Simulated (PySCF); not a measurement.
# Solvent effects on NMR parameters

Structure with atom numbers: `[CH3:1]/[N:2]=[CH:3]/[C:4]([F:5])([F:6])[F:7]`. Each H is labelled by its parent atom.

GIAO PBE0/pcSseg-1 in PySCF 2.14 on one PBE0-D3(BJ)/def2-SVP conformer, non-relativistic, equivalent nuclei averaged. Solvents enter as an IEF-PCM continuum (chloroform with ε = 4.7, acetone with ε = 20.5) around the gas-phase geometry. Shifts are referred to TMS, CFCl3 computed in the same medium.

In chloroform, δ in ppm: C3 157.9, C4 124.7, C1 50.6, F5/F6/F7 -87.3, H(C3) 7.59, H(C1) 3.75. Dipole moment 3.58 D.

**Question.** How does each δ change in the more polar medium?

**Answer.** 
```
   atoms                              environment  Δδ, acetone
      C3                               C=N carbon         +0.9
      C4                               CF3 carbon         +0.3
      C1                methyl carbon bonded to N         +0.1
F5/F6/F7                  fluorine of a CF3 group         +0.1
   H(C3)                 hydrogen on a C=N carbon        +0.08
   H(C1)  hydrogen on a methyl carbon bonded to N        +0.03
```

Changes are relative to chloroform. The dipole moment becomes 3.73 D in acetone.

**Question.** Which nuclei move most (in ppm), and what does the model miss?

**Answer.** C3 (C=N carbon, +0.9 ppm) in acetone. A continuum only polarises the solute; specific hydrogen bonds, the anisotropy of aromatic solvents and changes of geometry or conformer are outside it.
